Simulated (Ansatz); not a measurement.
Stretching the Cd1–F2 bond in CdFI (SMILES [F][Cd][I]) (multiplicity 1 held, fragments rigid). Energies count from the point at 1.953 Å.
Geometry at that point (charge 0, multiplicity 1):
```xyz
3

Cd     0.0000     0.0000    -1.0853
F      0.0000     0.0000    -3.0387
I      0.0000     0.0000     1.4989
```

R- and RO- levels are restricted; in cc, def2 and unpolarised 6-31G sets they are followed outwards from rest. U- levels take the lowest unrestricted solution at each point, which mixes spins at long bonds. Curves can end on different states.

Frozen-core correlation. Filled d and f shells under p-block atoms count as core.

Run with Ansatz (a program for electronic structure). Values without a source in brackets are computed. In def2 rows elements past Kr take small-core potentials, without spin–orbit coupling.

**Question.** One of these levels gives 475.9 kJ/mol for the energy at R = 6.251 Å. Name it.
(A) R-MP2/def2-TZVPP
(B) R-r2SCAN/def2-TZVPP
(C) U-PBE/def2-TZVPP

**Answer.** B, R-r2SCAN/def2-TZVPP. The others give 386.1 (U-PBE/def2-TZVPP), 636.8 (R-MP2/def2-TZVPP)

Doubts at one or more of the structures used: a spin-contaminated determinant (U-PBE/def2-TZVPP); a restricted determinant that unrestricted orbitals would lower (R-r2SCAN/def2-TZVPP, R-MP2/def2-TZVPP).
